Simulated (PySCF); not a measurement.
C₆H₅NS, SMILES C(#N)c1sc(cc1)C (GFN2-xTB optimised geometry):

```
13

C     -1.627    -2.517     0.000
C     -0.709    -1.349     0.000
C      0.656    -1.349     0.000
C      1.217    -0.061     0.000
C      0.266     0.927     0.000
C      0.473     2.307     0.000
N      0.651     3.441     0.000
S     -1.343     0.262     0.000
H     -2.273    -2.499    -0.877
H     -2.267    -2.502     0.883
H     -1.055    -3.441    -0.003
H      1.243    -2.250     0.000
H      2.273     0.143     0.000
```

Method: B3LYP/def2-TZVP (PySCF 2.14.0).

What are the frontier orbital energies and the dipole moment?

HOMO-2 -9.28 eV, HOMO-1 -7.71 eV, HOMO -6.92 eV, LUMO -1.84 eV, LUMO+1 -0.41 eV; dipole moment 5.57 D.

On the same geometry PBE/def2-TZVP (PySCF) gives HOMO-2 -8.20 eV, HOMO-1 -6.86 eV, HOMO -6.13 eV, LUMO -2.45 eV, LUMO+1 -1.21 eV; dipole moment 5.50 D.

Meta-Löwdin charges at B3LYP/def2-TZVP: C1 -0.33, C2 -0.08, C3 -0.16, C4 -0.11, C5 -0.17, C6 0.11, N7 -0.23, S8 0.31, H9 0.13, H10 0.13, H11 0.13, H12 0.13, H13 0.14.
